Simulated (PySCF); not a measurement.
Computed IR spectrum (relative IR intensity) of a molecule C2H6GeO. Coordinates come from a PBE0-D3(BJ)/def2-SVP optimisation. One conformer was computed; it need not be the lowest. All values below come from PySCF with PBE0-D3(BJ)/def2-SVP. Frequencies are harmonic and unscaled.

| ν (cm⁻¹) | relative intensity |
|---|---|
| 64 | 3.5 |
| 142 | 58 |
| 193 | 20 |
| 482 | 14 |
| 542 | 40 |
| 613 | 19 |
| 703 | 56 |
| 709 | 35 |
| 818 | 75 |
| 858 | 40 |
| 912 | 62 |
| 993 | 20 |
| 1005 | 4.6 |
| 1036 | 7.7 |
| 1416 | 8.9 |
| 1686 | 3.8 |
| 2129 | 100 |
| 2186 | 61 |
| 3136 | 7.3 |
| 3165 | 2.3 |
| 3232 | 3.9 |
| 3912 | 47 |

**Question.** Pick the molecule that these values belong to.
(A) C[C](=O)[GeH3]
(B) C=[CH][GeH2][OH]
(C) O=C[CH2][GeH3]
(D) [CH3][GeH2][CH]=O

**Answer.** B, C=[CH][GeH2][OH]
